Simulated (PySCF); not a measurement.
AlBi and its ions

PBE0; basis Al cc-pV(D+d)Z, Bi cc-pVDZ-PP with ECP60; scalar-relativistic core potentials; PySCF 2.14. Neutral (UKS): triplet (π ↑↑), Re = 2.833 Å, ωe = 235 cm⁻¹, De = 1.71 eV, HOMO -4.96 eV, LUMO -3.10 eV.

AlBi⁺ (UKS): quartet (σ ↑, π ↑↑), Re = 2.877 Å, ωe = 177 cm⁻¹. The energies at the minima are -456.92233 hartree for AlBi and -456.67196 for AlBi⁺.

**Question.** Work out the adiabatic ionisation energy, without and with harmonic zero-point energies (1 hartree = 27.2114 eV, 1 eV = 8065.5 cm⁻¹), and the change of the bond length.

**Answer.** At PBE0: 0.25037 hartree = 6.813 eV between the minima; the zero-point term (177.0 − 235.0)/2 cm⁻¹ = -0.004 eV makes it 6.809 eV. Re changes by +4.4 pm against the neutral. The electron leaves a σ orbital, and the longer bond of the ion fits a bonding orbital, or a change in how ionic the bond is.

These are scalar-relativistic numbers at best; spin–orbit coupling would shift them, the dissociation energy most. States were picked by a PBE0 search and need not be the measured ground states.
